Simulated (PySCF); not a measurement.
1,2-dihydronaphthalene, C10H10.
SMILES with atom numbers: `[CH:1]1=[CH:2][c:3]2[cH:4][cH:5][cH:6][cH:7][c:8]2[CH2:9][CH2:10]1` (hydrogens: H11 on C1; H12 on C2; H13 on C4; H14 on C5; H15 on C6; H16 on C7; H17, H18 on C9; H19, H20 on C10)

Structure used (PBE0-D3(BJ)/def2-SVP), in Å, numbered top down from 1:
```xyz
20
C10H10 angstrom
C     -1.888    1.458    0.283
C     -0.587    1.773    0.182
C      0.448    0.739    0.136
C      1.798    1.039    0.352
C      2.763    0.035    0.340
C      2.384   -1.285    0.106
C      1.041   -1.592   -0.121
C      0.067   -0.597   -0.113
C     -1.378   -0.877   -0.434
C     -2.332    0.026    0.340
H     -2.639    2.249    0.375
H     -0.266    2.819    0.186
H      2.088    2.077    0.541
H      3.813    0.283    0.514
H      3.134   -2.079    0.098
H      0.746   -2.628   -0.314
H     -1.612   -1.938   -0.261
H     -1.525   -0.697   -1.516
H     -2.378   -0.289    1.401
H     -3.356   -0.081   -0.050
```

Computed with PySCF at PBE0/pcSseg-1, non-relativistic, on one gas-phase PBE0-D3(BJ)/def2-SVP geometry that isn't relaxed in the solvent. The solvent is an IEF-PCM continuum (van der Waals radii × 1.2). Only the electrostatic response of the medium enters.

```json
{"run": "gas", "E − E(gas) (kcal/mol)": "0.00", "HOMO (eV)": "-6.24", "HOMO–LUMO gap (eV)": "5.36", "dipole (D)": "0.66"}
{"run": "P", "E − E(gas) (kcal/mol)": "-1.38", "HOMO (eV)": "-6.25", "HOMO–LUMO gap (eV)": "5.36", "dipole (D)": "0.79"}
{"run": "Q", "E − E(gas) (kcal/mol)": "-3.81", "HOMO (eV)": "-6.32", "HOMO–LUMO gap (eV)": "5.36", "dipole (D)": "1.01"}
```

The runs were made in acetonitrile and cyclohexane. Which run belongs to which solvent?

P = cyclohexane, Q = acetonitrile. The dielectric constants are 2.017 (cyclohexane), 35.69 (acetonitrile), and the energy falls further as ε rises. In this model the ground state sees the solvent through ε alone.

How constant is the ratio of the lowering to (ε − 1)/(2ε + 1)?

| solvent | (ε − 1)/(2ε + 1) | E − E(gas) (kcal/mol) | ratio (kcal/mol) | polarisation term (kcal/mol) |
| --- | --- | --- | --- | --- |
| cyclohexane | 0.202 | -1.38 | -6.8 | -1.45 |
| acetonitrile | 0.479 | -3.81 | -7.9 | -4.33 |

The ratio changes by +16.1 % in size from cyclohexane to acetonitrile. The polarisation term is half the interaction of the solute with the induced surface charges.
